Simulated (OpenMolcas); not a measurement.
Tb IV: the spin-orbit constant, worked from levels

| Property | Result |
| --- | --- |
| Program | OpenMolcas |
| Basis | ANO-RCC-VTZP [8s7p5d3f2g1h] |
| Scalar Hamiltonian | DKH2, point nucleus |
| Active space | 8 electrons in 7 orbitals (4f) |
| State averaging | 2S+1 = 7 even, 7 roots; 2S+1 = 5 even, 140 roots (126 in the spin-orbit step); 2S+1 = 3 even, 588 roots (308 in the spin-orbit step); 2S+1 = 1 even, 490 roots (173 in the spin-orbit step) |
| Spin-orbit coupling | state interaction with AMFI integrals over the reference wave functions, term energies averaged over their components |

Methods: CASSCF; SS-CASPT2, IPEA 0.25 Eh, imaginary shift 0.1 Eh (closed shells correlated: 5s 5p). Measured levels: Martin, Zalubas and Hagan, Atomic Energy Levels: The Rare-Earth Elements, NSRDS-NBS 60 (1978).

**The spin-orbit constant.** For the Hund term 7F of f8, E(J) = (A/2) J(J+1) + constant and ζ = -2S·A = -6A. From J = 0 to J = 6 the energy changes by 21 A.

```json
{"Source": "CASSCF", "E(6) - E(0)": "-5942.8", "A": "-283.0", "ζ": "1698"}
{"Source": "SS-CASPT2", "E(6) - E(0)": "-5885.8", "A": "-280.3", "ζ": "1682"}
{"Source": "measured", "E(6) - E(0)": "-5653.8", "A": "-269.2", "ζ": "1615"}
```

All in cm-1. SS-CASPT2 is off by +4.1 % and CASSCF by +5.1 %. Both methods take the spin-orbit matrix elements from the reference wave functions, so the second can move ζ only through the term energies and any multistate remixing. Second-order mixing with other terms is absorbed into this ζ.

CASPT2 does not keep the components of a term degenerate, so their means are used; among the terms shown or strongly mixed into the levels shown the widest spread is 63 cm-1 (4f8 7F, SS-CASPT2). High states are left out of the spin-orbit mixing, which shifts the levels that they would mix with. Without dynamic correlation excited terms often stand tens of per cent too high (terms of higher spin than the ground term too low), and those without a measured partner can miss by more than the paired ones (holds for CASSCF). Measured partners are found by configuration, term and J. A level has none where our copy of the source lacks it or the pairing is in doubt (some pairs that miss far off the trend of their configuration count as doubtful), and it then counts in no deviation. Levels of configurations outside the active space are missing.
